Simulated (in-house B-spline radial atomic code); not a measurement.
Solving the quasi-particle equation for 4p of Zr4+

Configuration [Ar] 3d10 4s2 4p6, start PBE; correlation leaves out the 4 deepest shells, empty levels kept to 16666.7 hartree. Computed with a B-spline radial code for spherical atoms: all electrons, scalar-relativistic (spin-free one-electron X2C), finite nucleus, each spin shell either full or empty, empty states to l = 9 with an (l + 1/2)⁻⁴ tail; G0W0 by contour deformation at full frequency.

At the mean-field level ε = -72.781 eV the matrix elements are Σx = -33.162 eV, v_xc = -25.46 eV and Σc(ε) = -0.943 eV, and the slope of the correlation self-energy is dΣc/dω = -0.0498. The quasi-particle energy solves E = ε + Σx − v_xc + Σc(E).

(1) What does the linearised equation give?

(2) How does that compare with the full solution and with static screening?

## Answers

(1) Z = 1/(1 − dΣc/dω) = 1/1.0498 = 0.9526. The first-order shift is Σx − v_xc + Σc(ε) = -33.162 − (-25.46) + (-0.943) = -8.645 eV, so E ≈ ε + Z × shift = -72.781 + 0.9526 × (-8.645) = -81.016 eV.

(2) Solving the equation at full frequency dependence gives E = -80.995 eV, where Σc = -0.513 eV and the weight is 0.947; the linearised value is off by 21 meV. Leaving Z out would give -81.426 eV. Static COHSEX puts -3.635 eV in place of Σc and gives -84.118 eV, 3.12 eV deeper.
